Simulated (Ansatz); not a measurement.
Born–Oppenheimer molecular dynamics of BClF2H3N (8 atoms, charge 0, multiplicity 1). It starts at the highest image of a converged band. Of that band: The profile has 2 maxima (images 4, 6) with wells between them (image 5): this band takes more than one step, which may be the mechanism or a detour left from its start path. A vibrational analysis at the climbing image gives one clearly imaginary mode, 420i cm⁻¹: a first-order saddle point.

Level of theory: Ansatz 0.2.0, RKS PBE/def2-SVP.

```json
{"ensemble": "NVE (velocity Verlet)", "time step": "0.5 fs", "steps asked": "200", "starting velocities drawn for": "300 K", "seed": "11860"}
```

First frame:

```xyz
8
Properties=species:S:1:pos:R:3
B 0.035 -0.148 -0.022
Cl 0.207 -0.486 1.785
N 1.153 -0.055 -0.923
H 1.748 -0.891 -0.928
H 1.748 0.749 -0.693
F -1.226 -0.206 -0.431
F 0.128 2.115 0.570
H 0.139 1.650 1.398
```

**Question.** How far do the bonds stretch over the last three quarters of this one trajectory? (Pairs bonded in most of those frames.)

**Answer.** 
| bond | mean (Å) | spread (Å) | shortest | longest |
| --- | --- | --- | --- | --- |
| B1–Cl2 | 1.813 | 0.048 | 1.73 | 1.89 |
| B1–N3 | 1.413 | 0.017 | 1.38 | 1.44 |
| B1–F6 | 1.336 | 0.024 | 1.29 | 1.38 |
| N3–H4 | 1.036 | 0.025 | 0.99 | 1.08 |
| N3–H5 | 1.026 | 0.026 | 0.98 | 1.07 |
| F7–H8 | 0.945 | 0.017 | 0.92 | 0.97 |

Mean temperature of the second half: 626 K. The conserved energy stayed within 0.25 meV per atom of its start (net change 0.21 meV per atom), so the integration is sound. The kinetic energy rose, since the run started high on the potential surface and went downhill. It ends in pieces (BClFH2N + FH), so much of that is their flight and rotation, not heat. A run of 0.1 ps of so small a system gives no equilibrium averages. The orbitals stay closed-shell, which can raise the energy where a bond breaks towards radicals; this wasn't checked here.

Run time: 4.2 min on 2 threads of Intel(R) Xeon(R) Platinum 8259CL CPU @ 2.50GHz (Skylake/Cascade Lake) (shared host), peak memory 0.14 GiB.
